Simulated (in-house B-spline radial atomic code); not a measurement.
Ionising Si7+ with different functionals

Computed with a radial B-spline atomic code at the basis-set limit: four-component Dirac-Coulomb Hamiltonian, Fermi nucleus of rms radius 3.1224 fm, spin-restricted, spherical fractional occupations for the functionals, and exact exchange of hybrids averaged over the configuration. The ionisation energy is the difference of two self-consistent energies, [He] 2s2 2p3 → [He] 2s2 2p2, without Breit or QED terms; ε is the level of the shell that loses the electron (mean over j). The electron is taken from both j subshells in proportion to 2j + 1, so the result is a j average, not the step between ground levels.

| method | rung | ΔSCF (eV) | -ε(2p) (eV) |
| --- | --- | --- | --- |
| PBE0 | global hybrid | ? | ? |
| B97-1 | global hybrid | ? | ? |
| B3LYP | global hybrid | 299.73 | 281.07 |
| CAM-B3LYP | range-separated hybrid | 299.63 | 283.00 |

(1) What does PBE0 give?

(2) What does B97-1 give?

(3) Among the functionals, which spreads more, the ΔSCF values or the orbital energies?

(4) How do they compare with the NIST value?

## Answers

(1) ΔSCF 299.36 eV, and -ε(2p) = 281.99 eV.

(2) ΔSCF 299.41 eV, and -ε(2p) = 281.05 eV.

(3) The orbital energies: ΔSCF values span about 0.37 eV and the orbital energies 1.95 eV; here energy differences depend much less on the functional than eigenvalues do.

(4) NIST lists 303.59 eV ± 0.05 (semi-empirical, ground level to ground level). Errors run from -4.23 to -3.86 eV. The correlated functionals all miss on the same side by more than they spread, so the cause is common to them (Breit-QED terms, spin polarisation, the choice among j levels, multiplet and fine-structure energies, or a listed next ion that isn't the cheapest removal here) and closeness doesn't rank the functionals.
